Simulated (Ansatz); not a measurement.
A short molecular-dynamics run on H6O4SiSn, SMILES `O[Si](O)(O)[O][SnH3]`.

```yaml
crystal:
  periodic: [false, false, false]
  atoms:
    - {symbol: O, position_ang: [-1.899602, -0.902369, -0.738154]}
    - {symbol: Si, position_ang: [-0.908449, -0.183710, 0.344376]}
    - {symbol: O, position_ang: [0.023632, -1.375557, 0.975851]}
    - {symbol: O, position_ang: [-1.894296, 0.549686, 1.426430]}
    - {symbol: O, position_ang: [0.125725, 0.893145, -0.261929]}
    - {symbol: Sn, position_ang: [1.987588, 0.612025, -0.857419]}
    - {symbol: H, position_ang: [-2.713572, -0.437755, -0.936492]}
    - {symbol: H, position_ang: [-0.409986, -2.206791, 1.172224]}
    - {symbol: H, position_ang: [-1.508520, 1.271783, 1.923743]}
    - {symbol: H, position_ang: [2.310879, 2.015443, -1.765638]}
    - {symbol: H, position_ang: [2.023830, -0.804769, -1.798679]}
    - {symbol: H, position_ang: [2.939770, 0.513668, 0.549486]}
basis:
  gaussian: {orbitals: def2-SVP}
hamiltonian: {xc: {name: PBE}}
md: {timestep: 0.5 fs, n_steps: 50, ensemble: nvt_nose_hoover, temperature: 1500, initial_velocities: maxwell_boltzmann, seed: 894}
```

```sh
$ ansatz run in.yaml --threads 4 --pin off --events-out ev --progress --plain --max-ram 11315MiB
```

| step | time (fs) | potential energy (eV) | kinetic (eV) | T (K) | conserved (eV) |
| --- | --- | --- | --- | --- | --- |
| 0 | 0.0 | -21977.6065 | 1.9389 | 1500 | -21975.6676 |
| 1 | 0.5 | -21977.5918 | 1.9253 | 1489 | -21975.6664 |
| 2 | 1.0 | -21977.5077 | 1.8439 | 1427 | -21975.6638 |
| 3 | 1.5 | -21977.3931 | 1.7317 | 1340 | -21975.6614 |
| 4 | 2.0 | -21977.2844 | 1.6243 | 1257 | -21975.6602 |
| 5 | 2.5 | -21977.2014 | 1.5414 | 1193 | -21975.6600 |
| 6 | 3.0 | -21977.1473 | 1.4870 | 1150 | -21975.6604 |
| 7 | 3.5 | -21977.1172 | 1.4566 | 1127 | -21975.6608 |
| 8 | 4.0 | -21977.1045 | 1.4434 | 1117 | -21975.6613 |
| 9 | 4.5 | -21977.0994 | 1.4374 | 1112 | -21975.6623 |
| 10 | 5.0 | -21977.0866 | 1.4233 | 1101 | -21975.6636 |
| 11 | 5.5 | -21977.0463 | 1.3821 | 1069 | -21975.6647 |
| 12 | 6.0 | -21976.9658 | 1.3024 | 1008 | -21975.6641 |
| 13 | 6.5 | -21976.8581 | 1.1978 | 927 | -21975.6611 |
| 14 | 7.0 | -21976.7698 | 1.1131 | 861 | -21975.6577 |
| 15 | 7.5 | -21976.7512 | 1.0949 | 847 | -21975.6575 |
| 16 | 8.0 | -21976.8043 | 1.1446 | 885 | -21975.6612 |
| 17 | 8.5 | -21976.8750 | 1.2114 | 937 | -21975.6652 |
| 18 | 9.0 | -21976.9017 | 1.2370 | 957 | -21975.6665 |
| 19 | 9.5 | -21976.8615 | 1.1986 | 927 | -21975.6651 |
| 20 | 10.0 | -21976.7736 | 1.1137 | 862 | -21975.6624 |
| 21 | 10.5 | -21976.6778 | 1.0205 | 790 | -21975.6601 |
| 22 | 11.0 | -21976.6096 | 0.9535 | 738 | -21975.6591 |
| 23 | 11.5 | -21976.5842 | 0.9281 | 718 | -21975.6595 |
| 24 | 12.0 | -21976.5966 | 0.9398 | 727 | -21975.6606 |
| 25 | 12.5 | -21976.6313 | 0.9738 | 753 | -21975.6616 |
| 26 | 13.0 | -21976.6712 | 1.0132 | 784 | -21975.6625 |
| 27 | 13.5 | -21976.7010 | 1.0425 | 807 | -21975.6635 |
| 28 | 14.0 | -21976.7056 | 1.0467 | 810 | -21975.6644 |
| 29 | 14.5 | -21976.6737 | 1.0153 | 785 | -21975.6643 |
| 30 | 15.0 | -21976.6093 | 0.9533 | 738 | -21975.6624 |
| 31 | 15.5 | -21976.5449 | 0.8929 | 691 | -21975.6589 |
| 32 | 16.0 | -21976.5334 | 0.8840 | 684 | -21975.6568 |
| 33 | 16.5 | -21976.6060 | 0.9554 | 739 | -21975.6586 |
| 34 | 17.0 | -21976.7360 | 1.0816 | 837 | -21975.6630 |
| 35 | 17.5 | -21976.8567 | 1.1995 | 928 | -21975.6665 |
| 36 | 18.0 | -21976.9128 | 1.2557 | 971 | -21975.6672 |
| 37 | 18.5 | -21976.8896 | 1.2348 | 955 | -21975.6656 |
| 38 | 19.0 | -21976.8088 | 1.1576 | 896 | -21975.6629 |
| 39 | 19.5 | -21976.7107 | 1.0628 | 822 | -21975.6604 |
| 40 | 20.0 | -21976.6329 | 0.9870 | 764 | -21975.6592 |
| 41 | 20.5 | -21976.5948 | 0.9495 | 735 | -21975.6593 |
| 42 | 21.0 | -21976.5947 | 0.9493 | 734 | -21975.6602 |
| 43 | 21.5 | -21976.6188 | 0.9731 | 753 | -21975.6612 |
| 44 | 22.0 | -21976.6509 | 1.0052 | 778 | -21975.6621 |
| 45 | 22.5 | -21976.6760 | 1.0302 | 797 | -21975.6630 |
| 46 | 23.0 | -21976.6790 | 1.0331 | 799 | -21975.6640 |
| 47 | 23.5 | -21976.6465 | 1.0012 | 775 | -21975.6644 |
| 48 | 24.0 | -21976.5756 | 0.9323 | 721 | -21975.6632 |
| 49 | 24.5 | -21976.4870 | 0.8475 | 656 | -21975.6604 |
| 50 | 25.0 | -21976.4249 | 0.7888 | 610 | -21975.6578 |

Velocities are drawn at the set temperature; a run this short doesn't reach equilibrium.

Frames (Å, forces in eV/Å):

```xyz
12
time=0.0 fs
O    -1.900   -0.902   -0.738   -0.098   -0.855   -0.617
Si   -0.908   -0.184    0.344   -0.268   -0.174    0.124
O     0.024   -1.376    0.976    1.010   -0.218    0.284
O    -1.894    0.550    1.426   -0.976    0.010    0.390
O     0.126    0.893   -0.262    0.031    1.132   -0.253
Sn    1.988    0.612   -0.857    0.579   -0.132   -0.161
H    -2.714   -0.438   -0.936   -0.575    0.347   -0.133
H    -0.410   -2.207    1.172   -0.318   -0.603    0.127
H    -1.509    1.272    1.924    0.294    0.526    0.348
H     2.311    2.015   -1.766    0.071    0.256   -0.171
H     2.024   -0.805   -1.799    0.040   -0.270   -0.192
H     2.940    0.514    0.549    0.210   -0.019    0.253
12
time=1.5 fs
O    -1.919   -0.901   -0.751    1.805   -1.542    0.201
Si   -0.920   -0.176    0.352    0.725   -1.173   -0.540
O     0.055   -1.375    0.976   -0.074   -0.824    0.316
O    -1.896    0.534    1.419   -0.563    3.089    2.779
O     0.119    0.897   -0.262    0.116    1.051   -0.297
Sn    1.990    0.609   -0.858    0.420    1.231   -0.405
H    -2.677   -0.386   -0.899   -2.229    1.335   -0.530
H    -0.398   -2.211    1.235    0.271    0.549   -0.200
H    -1.568    1.369    1.949   -0.722   -2.327   -1.544
H     2.352    2.115   -1.751   -0.161   -0.622    0.251
H     2.001   -0.772   -1.791    0.081   -0.659   -0.478
H     2.937    0.584    0.538    0.331   -0.107    0.446
12
time=3.0 fs
O    -1.937   -0.901   -0.764    0.655   -0.326    0.311
Si   -0.930   -0.170    0.360    1.604   -2.000   -1.202
O     0.086   -1.376    0.977   -0.870   -0.905    0.341
O    -1.900    0.522    1.416   -1.107    4.146    3.656
O     0.112    0.903   -0.262    0.161    0.938   -0.301
Sn    1.992    0.606   -0.858    0.338    2.088   -0.377
H    -2.682   -0.308   -0.871   -0.851    0.345   -0.294
H    -0.380   -2.205    1.293    0.595    1.103   -0.461
H    -1.642    1.419    1.944   -0.641   -3.159   -1.945
H     2.390    2.201   -1.731   -0.326   -1.184    0.438
H     1.980   -0.754   -1.793    0.109   -0.857   -0.627
H     2.940    0.652    0.535    0.332   -0.188    0.462
12
time=4.5 fs
O    -1.953   -0.901   -0.777   -0.902    1.462    0.443
Si   -0.940   -0.165    0.366    2.199   -2.579   -1.739
O     0.116   -1.377    0.978   -1.182   -0.160    0.095
O    -1.904    0.515    1.417   -1.783    3.277    3.240
O     0.105    0.909   -0.262    0.159    0.791   -0.270
Sn    1.995    0.603   -0.859    0.333    2.399   -0.246
H    -2.706   -0.225   -0.850    0.955   -1.274   -0.116
H    -0.351   -2.176    1.342    0.450    0.747   -0.391
H    -1.729    1.404    1.899   -0.151   -2.148   -1.230
H     2.421    2.262   -1.702   -0.429   -1.474    0.460
H     1.961   -0.753   -1.808    0.135   -0.753   -0.552
H     2.951    0.716    0.542    0.216   -0.287    0.307
12
time=6.0 fs
O    -1.971   -0.900   -0.789   -1.181    2.305    0.777
Si   -0.948   -0.162    0.372    2.517   -2.885   -2.051
O     0.145   -1.379    0.979   -1.083    1.135   -0.483
O    -1.911    0.513    1.422   -2.279   -0.618    1.219
O     0.098    0.917   -0.263    0.111    0.612   -0.220
Sn    1.997    0.600   -0.859    0.358    2.297   -0.126
H    -2.711   -0.167   -0.832    1.463   -1.963   -0.171
H    -0.312   -2.132    1.383   -0.069   -0.245    0.065
H    -1.819    1.348    1.829    0.441    1.742    0.830
H     2.443    2.292   -1.663   -0.483   -1.562    0.378
H     1.945   -0.768   -1.834    0.166   -0.405   -0.289
H     2.966    0.774    0.556    0.039   -0.413    0.070
12
time=7.5 fs
O    -1.990   -0.895   -0.800   -0.336    2.006    1.150
Si   -0.954   -0.162    0.375    2.695   -2.936   -2.154
O     0.172   -1.380    0.979   -1.041    2.042   -1.000
O    -1.921    0.510    1.429   -2.021   -3.833   -0.126
O     0.092    0.926   -0.264    0.058    0.416   -0.180
Sn    2.000    0.598   -0.860    0.345    1.958   -0.021
H    -2.686   -0.150   -0.818    0.790   -1.527   -0.321
H    -0.275   -2.094    1.426   -0.451   -0.939    0.500
H    -1.900    1.329    1.776    0.381    4.814    2.041
H     2.454    2.288   -1.617   -0.491   -1.472    0.219
H     1.933   -0.792   -1.867    0.201    0.018    0.041
H     2.982    0.823    0.571   -0.130   -0.548   -0.149
12
time=9.0 fs
O    -2.009   -0.888   -0.809    1.519    0.399    1.429
Si   -0.957   -0.163    0.377    2.786   -2.770   -2.126
O     0.197   -1.377    0.979   -1.556    1.729   -0.817
O    -1.934    0.502    1.437   -1.766    0.129    1.568
O     0.086    0.935   -0.266    0.038    0.223   -0.167
Sn    2.002    0.597   -0.860    0.241    1.467    0.122
H    -2.647   -0.163   -0.810   -0.939    0.177   -0.445
H    -0.246   -2.073    1.478   -0.171   -0.496    0.252
H    -1.974    1.399    1.762    0.306    0.614    0.168
H     2.455    2.253   -1.565   -0.442   -1.173   -0.020
H     1.925   -0.815   -1.899    0.233    0.373    0.328
H     2.996    0.861    0.583   -0.249   -0.671   -0.292
12
time=10.5 fs
O    -2.027   -0.881   -0.817    3.120   -1.233    1.560
Si   -0.959   -0.167    0.378    2.634   -2.389   -1.953
O     0.221   -1.373    0.977   -2.261    0.902   -0.182
O    -1.949    0.495    1.446   -1.817    3.215    2.427
O     0.079    0.944   -0.267    0.032    0.031   -0.155
Sn    2.005    0.596   -0.861    0.022    0.795    0.350
H    -2.627   -0.172   -0.812   -2.398    1.834   -0.461
H    -0.220   -2.062    1.535    0.373    0.394   -0.432
H    -2.040    1.485    1.752    0.657   -2.792   -0.983
H     2.447    2.193   -1.514   -0.312   -0.588   -0.355
H     1.922   -0.831   -1.924    0.253    0.595    0.523
H     3.004    0.883    0.589   -0.303   -0.765   -0.339
12
time=12.0 fs
O    -2.040   -0.875   -0.822    2.294   -0.239    1.572
Si   -0.959   -0.173    0.376    2.149   -1.826   -1.639
O     0.241   -1.367    0.975   -2.615    0.511    0.193
O    -1.966    0.491    1.459   -1.509    3.499    2.036
O     0.073    0.954   -0.269    0.024   -0.158   -0.125
Sn    2.008    0.594   -0.861   -0.321   -0.099    0.687
H    -2.654   -0.147   -0.824   -1.363    0.774   -0.372
H    -0.187   -2.044    1.583    0.605    0.800   -0.838
H    -2.092    1.516    1.724    0.858   -3.444   -1.040
H     2.432    2.121   -1.471   -0.083    0.328   -0.790
H     1.925   -0.834   -1.939    0.254    0.669    0.613
H     3.005    0.890    0.588   -0.293   -0.816   -0.296
12
time=13.5 fs
O    -2.051   -0.869   -0.825    0.647    1.572    1.458
Si   -0.957   -0.180    0.374    1.463   -1.170   -1.227
O     0.258   -1.361    0.973   -2.517    0.780   -0.024
O    -1.986    0.492    1.474   -0.706    1.554    0.964
O     0.067    0.963   -0.271    0.008   -0.342   -0.078
Sn    2.010    0.593   -0.862   -0.731   -1.035    1.076
H    -2.710   -0.107   -0.843    0.521   -1.166   -0.179
H    -0.142   -2.009    1.614    0.408    0.512   -0.636
H    -2.127    1.476    1.673    0.708   -1.867   -0.518
H     2.415    2.057   -1.445    0.194    1.389   -1.240
H     1.933   -0.823   -1.940    0.235    0.589    0.587
H     3.001    0.879    0.581   -0.228   -0.817   -0.183
12
time=15.0 fs
O    -2.060   -0.861   -0.826   -0.056    2.196    1.299
Si   -0.953   -0.188    0.371    0.787   -0.525   -0.801
O     0.272   -1.353    0.971   -2.120    1.502   -0.799
O    -2.006    0.495    1.491    0.641   -3.309   -0.353
O     0.061    0.972   -0.273   -0.013   -0.522   -0.029
Sn    2.013    0.592   -0.862   -1.045   -1.433    1.336
H    -2.756   -0.089   -0.867    1.428   -1.928    0.027
H    -0.088   -1.965    1.633   -0.063   -0.257    0.131
H    -2.147    1.400    1.612    0.005    2.679    0.259
H     2.403    2.021   -1.446    0.361    2.008   -1.476
H     1.946   -0.800   -1.928    0.197    0.351    0.432
H     2.992    0.850    0.569   -0.124   -0.761   -0.027
12
time=16.5 fs
O    -2.070   -0.850   -0.826    0.349    1.590    1.188
Si   -0.950   -0.196    0.367    0.241    0.047   -0.463
O     0.283   -1.343    0.968   -1.830    1.939   -1.435
O    -2.026    0.494    1.507    1.472   -5.574   -0.658
O     0.054    0.980   -0.276   -0.004   -0.682   -0.006
Sn    2.015    0.590   -0.862   -1.135   -0.796    1.290
H    -2.773   -0.111   -0.889    1.183   -1.453    0.146
H    -0.035   -1.925    1.654   -0.366   -0.775    0.758
H    -2.166    1.379    1.555   -0.348    4.710    0.178
H     2.397    2.027   -1.477    0.290    1.678   -1.284
H     1.963   -0.769   -1.908    0.146   -0.033    0.144
H     2.980    0.805    0.557    0.004   -0.651    0.142
12
time=18.0 fs
O    -2.079   -0.837   -0.824    2.004   -0.203    1.235
Si   -0.946   -0.204    0.362   -0.218    0.557   -0.222
O     0.291   -1.331    0.963   -1.929    1.421   -1.032
O    -2.044    0.486    1.522    1.031   -1.016   -0.590
O     0.048    0.988   -0.278    0.053   -0.810   -0.021
Sn    2.017    0.589   -0.861   -1.086    0.545    1.009
H    -2.766   -0.163   -0.910   -0.340    0.215    0.073
H     0.010   -1.901    1.689   -0.202   -0.381    0.340
H    -2.191    1.447    1.502    0.390   -0.011   -0.107
H     2.398    2.069   -1.536    0.071    0.681   -0.748
H     1.983   -0.739   -1.884    0.095   -0.493   -0.228
H     2.968    0.746    0.549    0.131   -0.505    0.293
12
time=19.5 fs
O    -2.085   -0.825   -0.820    3.834   -1.968    1.382
Si   -0.942   -0.212    0.358   -0.667    1.022   -0.016
O     0.296   -1.317    0.956   -2.068    0.511   -0.066
O    -2.060    0.476    1.537    0.842    1.917   -0.983
O     0.042    0.994   -0.280    0.138   -0.904   -0.052
Sn    2.019    0.587   -0.861   -1.036    1.798    0.680
H    -2.768   -0.209   -0.928   -2.058    1.844   -0.129
H     0.052   -1.884    1.731    0.061    0.368   -0.629
H    -2.208    1.518    1.447    0.807   -3.046    0.135
H     2.400    2.125   -1.611   -0.126   -0.321   -0.150
H     2.006   -0.720   -1.865    0.053   -0.870   -0.552
H     2.958    0.676    0.546    0.220   -0.352    0.381
12
time=21.0 fs
O    -2.086   -0.814   -0.814    2.911   -1.299    1.055
Si   -0.939   -0.219    0.353   -1.090    1.431    0.208
O     0.299   -1.302    0.950   -1.951   -0.016    0.470
O    -2.076    0.468    1.550    1.083    2.373   -1.407
O     0.036    0.999   -0.282    0.232   -0.956   -0.081
Sn    2.021    0.586   -0.860   -1.011    2.462    0.369
H    -2.809   -0.221   -0.949   -1.072    1.007    0.085
H     0.094   -1.859    1.760    0.099    0.706   -1.142
H    -2.209    1.528    1.395    0.775   -3.526    0.421
H     2.400    2.174   -1.689   -0.233   -0.997    0.329
H     2.029   -0.718   -1.858    0.023   -0.971   -0.666
H     2.954    0.599    0.551    0.234   -0.214    0.358
12
time=22.5 fs
O    -2.083   -0.806   -0.807    0.693    0.151    0.387
Si   -0.936   -0.225    0.349   -1.410    1.747    0.463
O     0.299   -1.287    0.944   -1.629    0.036    0.193
O    -2.090    0.464    1.561    1.593    0.944   -1.560
O     0.030    1.003   -0.285    0.313   -0.970   -0.104
Sn    2.022    0.585   -0.859   -0.968    2.467    0.066
H    -2.871   -0.212   -0.968    1.130   -0.622    0.577
H     0.139   -1.821    1.766   -0.064    0.450   -0.812
H    -2.193    1.465    1.351    0.452   -2.039    0.438
H     2.395    2.203   -1.760   -0.266   -1.345    0.655
H     2.053   -0.737   -1.865   -0.007   -0.731   -0.514
H     2.954    0.516    0.564    0.163   -0.088    0.212
12
time=24.0 fs
O    -2.080   -0.797   -0.800   -0.382    0.605   -0.055
Si   -0.935   -0.230    0.345   -1.581    1.927    0.700
O     0.297   -1.272    0.938   -1.259    0.497   -0.777
O    -2.101    0.460    1.570    2.244   -3.016   -0.869
O     0.025    1.005   -0.287    0.365   -0.955   -0.123
Sn    2.024    0.584   -0.859   -0.888    2.012   -0.196
H    -2.912   -0.214   -0.975    2.118   -1.217    0.821
H     0.182   -1.774    1.756   -0.274   -0.227    0.234
H    -2.168    1.362    1.316   -0.078    2.066   -0.371
H     2.384    2.203   -1.818   -0.251   -1.449    0.849
H     2.077   -0.772   -1.883   -0.048   -0.283   -0.196
H     2.958    0.432    0.581    0.032    0.041   -0.018
12
time=25.0 fs
O    -2.077   -0.791   -0.794   -0.292    0.368   -0.154
Si   -0.935   -0.232    0.342   -1.624    1.984    0.826
O     0.295   -1.261    0.934   -1.061    0.719   -1.364
O    -2.107    0.456    1.576    2.485   -5.356   -0.140
O     0.022    1.006   -0.289    0.388   -0.928   -0.139
Sn    2.025    0.584   -0.858   -0.831    1.578   -0.316
H    -2.914   -0.229   -0.970    1.942   -1.042    0.787
H     0.207   -1.744    1.751   -0.348   -0.607    0.881
H    -2.152    1.312    1.289   -0.293    4.533   -1.147
H     2.374    2.186   -1.847   -0.222   -1.412    0.915
H     2.093   -0.799   -1.897   -0.080    0.032    0.031
H     2.961    0.376    0.593   -0.064    0.132   -0.181
```

Run time 82 s (4 threads of an Arm Neoverse V1 on a shared host); peak host memory 0.52 GiB.
